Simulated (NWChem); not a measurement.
Everything below was run with NWChem. System: CdS, charge 0, spin multiplicity 1, at a geometry optimised with PBE0/def2-SVP with def2 effective core potentials on Cd. The structure started from a generated list of species. Level: TD-PBE/def2-SVPD with def2 effective core potentials on Cd.

The NWChem input:

```
start mol
memory heap 200 mb stack 900 mb global 1100 mb
geometry units angstroms nocenter noautoz
  Cd     0.000000     0.000000     0.561447
  S      0.000000     0.000000    -1.684342
  symmetry group C2v
end
basis spherical
  * library def2-svpd
end
ecp
  Cd library def2-ecp
end
dft
  xc xpbe96 cpbe96
  semidirect memsize 60000000 filesize 0
  iterations 100
end
tddft
  rpa
  nroots 8
  notriplet
  thresh 1e-4
end
task tddft energy
```

Output (cleaned and shortened):

```
             Northwest Computational Chemistry Package (NWChem) 7.3.0
             --------------------------------------------------------

                                NWChem Input Module
                                -------------------

 Scaling coordinates for geometry "geometry" by  1.889725989
 (inverse scale =  0.529177249)

 Turning off AUTOSYM since
 SYMMETRY directive was detected!

                             Geometry "geometry" -> ""
                             -------------------------

 Output coordinates in angstroms (scale by  1.889725989 to convert to a.u.)

  No.       Tag          Charge          X              Y              Z
 ---- ---------------- ---------- -------------- -------------- --------------
    1 Cd                  48.0000     0.00000000     0.00000000     0.56144700
    2 S                   16.0000     0.00000000     0.00000000    -1.68434200

 Effective nuclear repulsion energy (a.u.)     180.9645194770

            Nuclear Dipole moment (a.u.)
            ----------------------------
        X                 Y               Z
 ---------------- ---------------- ----------------
     0.0000000000     0.0000000000    -0.0000302356

      Symmetry information
      --------------------

 Group name             C2v
 Group number             16
 Group order               4
 No. of unique centers     2

      Symmetry unique atoms

     1    2


 Summary of "ao basis" -> "" (spherical)
 ------------------------------------------------------------------------------
       Tag                 Description            Shells   Functions and Types
 ---------------- ------------------------------  ------  ---------------------
 *                         def2-svpd                  on all atoms

 Summary of "ao basis" -> "ao basis" (spherical)
 ------------------------------------------------------------------------------
       Tag                 Description            Shells   Functions and Types
 ---------------- ------------------------------  ------  ---------------------
 Cd                        def2-svpd                12       34   5s4p2d1f
 S                         def2-svpd                11       27   5s4p2d

 Summary of "ao basis" -> "ao basis" (spherical)
 ------------------------------------------------------------------------------
       Tag                 Description            Shells   Functions and Types
 ---------------- ------------------------------  ------  ---------------------
 Cd                        def2-svpd                12       34   5s4p2d1f
 S                         def2-svpd                11       27   5s4p2d

      Symmetry analysis of basis
      --------------------------

        a1         28
        a2          5
        b1         14
        b2         14

            General Information
            -------------------
          SCF calculation type: DFT
          Wavefunction type:  closed shell.
          No. of atoms     :     2
          No. of electrons :    36
           Alpha electrons :    18
            Beta electrons :    18
          Charge           :     0
          Spin multiplicity:     1
          Use of symmetry is: off; symmetry adaption is: on
          Maximum number of iterations: 100
          AO basis - number of functions:    61
                     number of shells:    23
          Convergence on energy requested:  1.00D-06
          Convergence on density requested:  1.00D-05
          Convergence on gradient requested:  5.00D-04

              XC Information
              --------------
          PerdewBurkeErnzerhof Exchange Functional  1.000
            Perdew 1991 LDA Correlation Functional  1.000 local
           PerdewBurkeErnz. Correlation Functional  1.000 non-local

             Grid Information
             ----------------
          Grid used for XC integration:  medium
          Radial quadrature: Mura-Knowles
          Angular quadrature: Lebedev.
          Tag              B.-S. Rad. Rad. Pts. Rad. Cut. Ang. Pts.
          ---              ---------- --------- --------- ---------
          Cd                  1.55      123          11.0       590
          S                   1.00       88          11.0       590
          Grid pruning is: on
          Number of quadrature shells:   211
          Spatial weights used:  Erf1

          Convergence Information
          -----------------------
          Convergence aids based upon iterative change in
          total energy or number of iterations.
          Levelshifting, if invoked, occurs when the
          HOMO/LUMO gap drops below (HL_TOL):  1.00D-02
          DIIS, if invoked, will attempt to extrapolate
          using up to (NFOCK): 10 stored Fock matrices.

                    Damping( 0%)  Levelshifting(0.5)       DIIS
                  --------------- ------------------- ---------------
          dE  on:    start            ASAP                start
          dE off:    2 iters        100 iters           100 iters

      Screening Tolerance Information
      -------------------------------
          Density screening/tol_rho:  1.00D-10
          AO Gaussian exp screening on grid/accAOfunc:  14
          CD Gaussian exp screening on grid/accCDfunc:  20
          XC Gaussian exp screening on grid/accXCfunc:  20
          Schwarz screening/accCoul:  1.00D-08

      Superposition of Atomic Density Guess
      -------------------------------------

 Sum of atomic energies:        -589.32511393

      Non-variational initial energy
      ------------------------------

 Total energy =    -564.302023
 1-e energy   =    -996.899207
[...]
    1      8       1     0.31E+00   0.10+100        1.6
    2     15       1     0.88E-01   0.47E-01        1.5
    3     29       1     0.59E-01   0.55E-02        2.2
    4     42       2     0.91E-02   0.89E-03        2.1
    5     53       5     0.21E-02   0.28E-04        1.9
    6     58       6     0.75E-03   0.15E-05        1.2
    7     62       6     0.46E-03   0.15E-06        1.2
    8     66       6     0.19E-03   0.75E-07        1.2
    9     70       8     0.92E-04   0.12E-07        1.1
  ----  ------  ------  ---------  ---------  ---------
  Convergence criterion met

  Ground state a1       -565.596545650715 a.u.

  ----------------------------------------------------------------------------
  Root   1 singlet b2             0.019813463 a.u.                0.5392 eV
  ----------------------------------------------------------------------------
     Transition Moments    X  0.04818   Y  0.26275   Z  0.00000
     Transition Moments   XX  0.00000  XY -0.00000  XZ -0.02827
     Transition Moments   YY  0.00000  YZ -0.15414  ZZ  0.00000
     Dipole Oscillator Strength                    0.0009425695
     Electric Quadrupole                           0.0000000000
     Magnetic Dipole                               0.0000000518
     Total Oscillator Strength                     0.0009426213

          sigma_e =   2.1682 Angstrom
          sigma_h =   1.4308 Angstrom
         |d_h->e| =   1.7946 Angstrom
            d_exc =   3.1617 Angstrom
            d_CD1 =   2.5320 Angstrom
            d_CD2 =  -0.0049 Angstrom
            d_CD3 =   4.9563 Angstrom
     Pearson C.C. =  -0.0044

     Occ.   17  b2  ---  Virt.   19  a1  -1.00768 X
     Occ.   17  b2  ---  Virt.   19  a1   0.21932 Y
     Occ.   18  b1  ---  Virt.   19  a1  -0.18479 X
  ----------------------------------------------------------------------------
  Root   2 singlet b1             0.019813463 a.u.                0.5392 eV
  ----------------------------------------------------------------------------
     Transition Moments    X -0.26275   Y  0.04818   Z  0.00000
     Transition Moments   XX  0.00000  XY -0.00000  XZ  0.15415
     Transition Moments   YY  0.00000  YZ -0.02827  ZZ -0.00000
     Dipole Oscillator Strength                    0.0009425760
     Electric Quadrupole                           0.0000000000
     Magnetic Dipole                               0.0000000518
     Total Oscillator Strength                     0.0009426278

          sigma_e =   2.1682 Angstrom
          sigma_h =   1.4308 Angstrom
         |d_h->e| =   1.7946 Angstrom
            d_exc =   3.1617 Angstrom
            d_CD1 =   2.5320 Angstrom
            d_CD2 =  -0.0049 Angstrom
            d_CD3 =   4.9563 Angstrom
     Pearson C.C. =  -0.0044

     Occ.   17  b2  ---  Virt.   19  a1  -0.18479 X
     Occ.   18  b1  ---  Virt.   19  a1   1.00768 X
     Occ.   18  b1  ---  Virt.   19  a1  -0.21932 Y
  ----------------------------------------------------------------------------
  Root   3 singlet a1             0.133488240 a.u.                3.6324 eV
  ----------------------------------------------------------------------------
     Transition Moments    X  0.00000   Y -0.00000   Z  0.67751
     Transition Moments   XX -0.59278  XY -0.00000  XZ  0.00001
     Transition Moments   YY -0.59278  YZ  0.00000  ZZ  0.70864
     Dipole Oscillator Strength                    0.0408497310
     Electric Quadrupole                           0.0000000072
     Magnetic Dipole                               0.0000000000
     Total Oscillator Strength                     0.0408497381

          sigma_e =   2.2548 Angstrom
          sigma_h =   1.7168 Angstrom
         |d_h->e| =   1.3232 Angstrom
            d_exc =   3.1789 Angstrom
            d_CD1 =   1.8612 Angstrom
            d_CD2 =  -0.6626 Angstrom
            d_CD3 =   4.5021 Angstrom
     Pearson C.C. =  -0.0418

     Occ.   16  a1  ---  Virt.   19  a1  -0.78875 X
     Occ.   16  a1  ---  Virt.   19  a1   0.09051 Y
     Occ.   17  b2  ---  Virt.   21  b2   0.43811 X
     Occ.   18  b1  ---  Virt.   20  b1   0.43811 X
  ----------------------------------------------------------------------------
  Root   4 singlet a2             0.144943876 a.u.                3.9441 eV
  ----------------------------------------------------------------------------
     Transition Moments    X -0.00000   Y -0.00000   Z -0.00000
     Transition Moments   XX -0.00000  XY  0.00000  XZ  0.00000
     Transition Moments   YY -0.00000  YZ  0.00000  ZZ  0.00000
     Dipole Oscillator Strength                    0.0000000000
     Electric Quadrupole                           0.0000000000
     Magnetic Dipole                               0.0000000000
     Total Oscillator Strength                     0.0000000000

          sigma_e =   2.3103 Angstrom
          sigma_h =   1.4322 Angstrom
         |d_h->e| =   2.0331 Angstrom
            d_exc =   3.3945 Angstrom
            d_CD1 =   2.9112 Angstrom
            d_CD2 =   0.1619 Angstrom
            d_CD3 =   5.4276 Angstrom
     Pearson C.C. =  -0.0000

     Occ.   17  b2  ---  Virt.   20  b1  -0.70711 X
     Occ.   18  b1  ---  Virt.   21  b2   0.70711 X
  ----------------------------------------------------------------------------
  Root   5 singlet a1             0.147790429 a.u.                4.0216 eV
  ----------------------------------------------------------------------------
     Transition Moments    X  0.00000   Y  0.00000   Z -0.00000
     Transition Moments   XX -1.10141  XY  0.00000  XZ  0.00000
     Transition Moments   YY  1.10141  YZ  0.00000  ZZ  0.00000
     Dipole Oscillator Strength                    0.0000000000
     Electric Quadrupole                           0.0000000209
     Magnetic Dipole                               0.0000000000
     Total Oscillator Strength                     0.0000000209

          sigma_e =   2.3401 Angstrom
          sigma_h =   1.4329 Angstrom
         |d_h->e| =   2.0498 Angstrom
            d_exc =   3.4256 Angstrom
            d_CD1 =   2.9570 Angstrom
            d_CD2 =   0.1633 Angstrom
            d_CD3 =   5.4754 Angstrom
     Pearson C.C. =  -0.0005

     Occ.   17  b2  ---  Virt.   21  b2  -0.70695 X
     Occ.   18  b1  ---  Virt.   20  b1   0.70695 X
  ----------------------------------------------------------------------------
  Root   6 singlet a2             0.147790434 a.u.                4.0216 eV
  ----------------------------------------------------------------------------
     Transition Moments    X  0.00000   Y -0.00000   Z  0.00000
     Transition Moments   XX  0.00000  XY  1.10141  XZ  0.00000
     Transition Moments   YY -0.00000  YZ -0.00000  ZZ -0.00000
     Dipole Oscillator Strength                    0.0000000000
     Electric Quadrupole                           0.0000000209
     Magnetic Dipole                               0.0000000000
     Total Oscillator Strength                     0.0000000209

          sigma_e =   2.3401 Angstrom
          sigma_h =   1.4329 Angstrom
         |d_h->e| =   2.0498 Angstrom
            d_exc =   3.4256 Angstrom
            d_CD1 =   2.9570 Angstrom
            d_CD2 =   0.1633 Angstrom
            d_CD3 =   5.4754 Angstrom
     Pearson C.C. =  -0.0005

     Occ.   17  b2  ---  Virt.   20  b1  -0.70694 X
     Occ.   18  b1  ---  Virt.   21  b2  -0.70695 X
  ----------------------------------------------------------------------------
  Root   7 singlet a1             0.206755547 a.u.                5.6261 eV
  ----------------------------------------------------------------------------
     Transition Moments    X  0.00000   Y -0.00000   Z  2.41939
     Transition Moments   XX  0.79720  XY -0.00000  XZ -0.00000
     Transition Moments   YY  0.79720  YZ -0.00001  ZZ -3.72690
     Dipole Oscillator Strength                    0.8068241740
     Electric Quadrupole                           0.0000003211
     Magnetic Dipole                               0.0000000000
     Total Oscillator Strength                     0.8068244951

          sigma_e =   2.8586 Angstrom
          sigma_h =   1.6248 Angstrom
         |d_h->e| =   1.6725 Angstrom
            d_exc =   3.6043 Angstrom
            d_CD1 =   2.9063 Angstrom
            d_CD2 =  -0.5691 Angstrom
            d_CD3 =   5.2769 Angstrom
     Pearson C.C. =   0.0665

     Occ.   15  a1  ---  Virt.   19  a1   0.16525 X
     Occ.   16  a1  ---  Virt.   19  a1  -0.59602 X
     Occ.   16  a1  ---  Virt.   19  a1   0.19199 Y
     Occ.   16  a1  ---  Virt.   22  a1  -0.09368 X
     Occ.   16  a1  ---  Virt.   23  a1  -0.12962 X
     Occ.   17  b2  ---  Virt.   21  b2  -0.52705 X
     Occ.   17  b2  ---  Virt.   21  b2   0.09263 Y
     Occ.   17  b2  ---  Virt.   26  b2   0.16165 X
     Occ.   17  b2  ---  Virt.   27  b2  -0.13624 X
     Occ.   18  b1  ---  Virt.   20  b1  -0.52705 X
     Occ.   18  b1  ---  Virt.   20  b1   0.09263 Y
     Occ.   18  b1  ---  Virt.   25  b1   0.16165 X
     Occ.   18  b1  ---  Virt.   28  b1  -0.13624 X
  ----------------------------------------------------------------------------
  Root   8 singlet b1             0.213640925 a.u.                5.8135 eV
  ----------------------------------------------------------------------------
     Transition Moments    X -0.44260   Y -0.00017   Z -0.00000
     Transition Moments   XX -0.00000  XY -0.00000  XZ  2.44684
     Transition Moments   YY -0.00000  YZ  0.00092  ZZ  0.00000
     Dipole Oscillator Strength                    0.0279008339
     Electric Quadrupole                           0.0000003109
     Magnetic Dipole                               0.0000000743
     Total Oscillator Strength                     0.0279012191

          sigma_e =   3.2754 Angstrom
          sigma_h =   1.4431 Angstrom
         |d_h->e| =   1.7550 Angstrom
            d_exc =   3.9885 Angstrom
            d_CD1 =   3.5873 Angstrom
            d_CD2 =  -0.6042 Angstrom
            d_CD3 =   5.7435 Angstrom
     Pearson C.C. =  -0.0018

     Occ.   16  a1  ---  Virt.   20  b1  -0.10517 X
     Occ.   18  b1  ---  Virt.   22  a1  -0.99369 X

              Target root =      1
          Target symmetry = none
      Ground state energy =   -565.596545650715
        Excitation energy =      0.019813462927
     Excited state energy =   -565.576732187789

  stored tddft:energy   -565.57673218778893

 Task  times  cpu:       18.4s     wall:       18.4s

 Total times  cpu:       18.4s     wall:       18.4s
```
